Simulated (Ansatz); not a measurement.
Ansatz (a first-principles code) input:

Ansatz 0.2 input:
```yaml
crystal:
  periodic: [false, false, false]
  atoms:
    - {symbol: K, position_ang: [-0.00000000, -0.00000000, -2.51529452]}
    - {symbol: K, position_ang: [0.00000000, 0.00000000, 2.51529452]}
basis:
  gaussian:
    orbitals: def2-TZVP
hamiltonian:
  xc: b3lyp
  dispersion: d3bj
total_charge: 1
magnetization: {spin_polarized: true, initial_magnetization: 1}
phonons: {temperatures: {t_min: 298.15, t_max: 298.15, t_step: 100}}
```

Problem. Which total energy does the run end on?

Solution. -1199.72700 Eh (B3LYP-D3(BJ)/def2-TZVP). The basis has 66 functions.
